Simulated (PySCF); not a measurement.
## Heteronuclear NMR

Bonds (- single, = double, # triple, : aromatic): C1-C2, C2:C3, C3:O4, O4:C5, C5-Si6, Si6-P7, C5:C8, C8:C2. C1 carries H9, H10, H11; C3 carries H12; Si6 carries H13, H14; P7 carries H15, H16; C8 carries H17.

How the numbers were obtained: structure optimised with GFN2-xTB, NMR shieldings at PBE0/pcSseg-1/GIAO, in PySCF 2.14 (in vacuum, single conformer, fast rotation and ring inversion assumed for equivalent nuclei, relativity neglected).

(1) Where does ³¹P resonate?

(2) What are the ²⁹Si shifts?

(3) Predict the ¹⁷O NMR data.

Answers

(1) 
```tsv
atoms	environment	σ (ppm)	δ (ppm)
P7	phosphorus bonded to Si, 2 H	630.4	-252.1
```

Shieldings were converted by a linear fit to measured shifts: ³¹P: δ = 270.09 − 0.828σ (rms 18.1 ppm, 64 shifts vs H3PO4, solution or neat liquid). Occasional misses reach two or three times the rms, and more in compound classes unlike the fitted ones.

On a 600 MHz spectrometer ³¹P resonates near 242.9 MHz, so 1 ppm is 242.9 Hz.

(2) 
| atoms | environment | σ (ppm) | δ (ppm) |
| --- | --- | --- | --- |
| Si6 | silicon bonded to C, P, 2 H | 414.9 | -61.1 |

Shieldings were converted by a linear fit to measured shifts: ²⁹Si: δ = 279.94 − 0.822σ (rms 8.9 ppm, 72 shifts, 25.8 ppm with the 6 outliers that the fit left out vs TMS, solution or neat liquid). Occasional misses reach two or three times the rms, and more in compound classes unlike the fitted ones.

On a 600 MHz spectrometer ²⁹Si resonates near 119.2 MHz, so 1 ppm is 119.2 Hz.

(3) 
```csv
atoms,environment,σ (ppm),δ (ppm)
O4,aromatic ring oxygen,18.5,249.8
```

Shieldings were converted by a linear fit to measured shifts: ¹⁷O: δ = 266.70 − 0.911σ (rms 10.7 ppm, 155 shifts, 12.2 ppm with the 3 outliers that the fit left out vs liquid water, solution or neat liquid). A few per cent of atoms miss by over 2 rms, more outside the fitted compound classes.

On a 300 MHz spectrometer ¹⁷O resonates near 40.7 MHz, so 1 ppm is 40.7 Hz.
